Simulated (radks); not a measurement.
Results of a calculation; reference values are marked as such.
Spherical quantum dot in the effective-mass picture: electrons in a parabolic well V = omega^2 r^2 / 2 with omega = 2.13, with a point charge +1 (a donor) at the centre, all in effective atomic units (hartree* = m*/eps^2 hartree, bohr* = eps/m* bohr), one dielectric constant everywhere. Level of theory: non-relativistic Kohn-Sham, PBEsol, spin-polarised, spherical densities (a radial shooting solver with Libxc functionals). Levels are named by radial order and angular momentum (1s, 1p, 1d, 2s, ...), and open shells are averaged over m.

N = 15, configuration 1s2 1p6 1d(up 5, down 0) 2s2. This is the lowest configuration that the search found. Occupied and some empty levels:

level    occupation  eigenvalue (hartree*)  <r> (bohr*)
1s up             1                 12.980       0.8942
1s down           1                 13.071       0.8762
1p up             3                 14.541        1.235
1p down           3                 14.689        1.228
2s up             1                 15.906        1.261
2s down           1                 16.019        1.271
1d up             5                 16.032        1.444
1d down           0                 16.196        1.444
1f up             0                 17.605        1.608
1f down           0                 17.767        1.613
2p up             0                 17.839        1.457
2p down           0                 17.945        1.462
1g up             0                 19.259        1.750
1g down           0                 19.411        1.757

Energy (hartree*): total 149.394, kinetic 33.755, external 46.319, Hartree 79.607, exchange-correlation -10.287.
